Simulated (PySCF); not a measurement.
Species: C6H6O4.
Atom-mapped SMILES: `[CH3:1][C:2](=[O:3])[O:4][C@H:5]1[CH:6]=[C:7]1[C:8](=[O:9])[OH:10]` (hydrogens: H11, H12, H13 on C1; H14 on C5; H15 on C6; H16 on O10)

The geometry is computed with GFN2-xTB (gas phase).

(1) Give the optimised bond lengths and angles.

## Answers

(1) 
```json
{"bond": "C1–C2", "length (bohr)": "2.843", "order": "single"}
{"bond": "C2=O3", "length (bohr)": "2.270", "order": "double"}
{"bond": "C2–O4", "length (bohr)": "2.536", "order": "single"}
{"bond": "O4–C5", "length (bohr)": "2.679", "order": "single"}
{"bond": "C5–C6", "length (bohr)": "2.806", "order": "single"}
{"bond": "C6=C7", "length (bohr)": "2.482", "order": "double"}
{"bond": "C7–C8", "length (bohr)": "2.749", "order": "single"}
{"bond": "C8=O9", "length (bohr)": "2.274", "order": "double"}
{"bond": "C8–O10", "length (bohr)": "2.525", "order": "single"}
{"bond": "C5–C7", "length (bohr)": "2.826", "order": "single"}
{"bond": "C1–H11, C1–H12, C1–H13", "length (bohr)": "2.053", "order": "single"}
{"bond": "C5–H14", "length (bohr)": "2.049", "order": "single"}
{"bond": "C6–H15", "length (bohr)": "2.008", "order": "single"}
{"bond": "O10–H16", "length (bohr)": "1.834", "order": "single"}
```

Bonds in one row agree within 0.02 bohr and their mean is given. Orders are formal, as drawn. A selection of angles:
```json
{"angle": "C1–C2–O3", "degrees": "125.3"}
{"angle": "C1–C2–O4", "degrees": "110.6"}
{"angle": "O3–C2–O4", "degrees": "124.1"}
{"angle": "C2–O4–C5", "degrees": "117.9"}
{"angle": "O4–C5–C6", "degrees": "117.1"}
{"angle": "O4–C5–C7", "degrees": "117.7"}
{"angle": "C6–C5–C7", "degrees": "52.3"}
{"angle": "C5–C6–C7", "degrees": "64.3"}
{"angle": "C6–C7–C8", "degrees": "149.7"}
{"angle": "C5–C7–C6", "degrees": "63.4"}
{"angle": "C5–C7–C8", "degrees": "146.8"}
{"angle": "C7–C8–O9", "degrees": "124.3"}
{"angle": "C7–C8–O10", "degrees": "112.0"}
{"angle": "O9–C8–O10", "degrees": "123.7"}
{"angle": "H16–O10–C8", "degrees": "110.5"}
```

Torsions: C1–C2–O4–C5 180° (antiperiplanar); C2–O4–C5–C6 153° (antiperiplanar); O4–C5–C6–C7 105° (anticlinal); C5–C6–C7–C8 -179° (antiperiplanar); C6–C7–C8–O9 -25° (synperiplanar); O4–C5–C7–C6 -104° (anticlinal); H16–O10–C8–C7 180° (antiperiplanar).

O10 (acid hydroxyl oxygen) is bent (angle 110.5°). The 3-membered ring C5–C6–C7 has internal angles of 52.3° to 64.3°. Of the pairs four or more bonds apart, O3···H14 is among the closest relative to their van der Waals radii: 2.26 Å, 83 % of the sum of Bondi's values. The 5 C–O bonds span 1.201 Å (C2=O3, drawn double) to 1.418 Å (O4–C5, drawn single), a spread of 0.217 Å. O4 (ester single-bonded oxygen) is bent (angle 117.9°). The 5 C–C bonds span 1.314 Å (C6=C7, drawn double) to 1.505 Å (C1–C2, drawn single), a spread of 0.191 Å.

Point group: C1 (no symmetry element, even within 0.4 Å). No frequency check. One conformer, not necessarily the lowest (C1–C2–O4–C5 180°, C2–O4–C5–C6 153°, C6–C7–C8–O9 -25°, C7–C8–O10–H 180°).
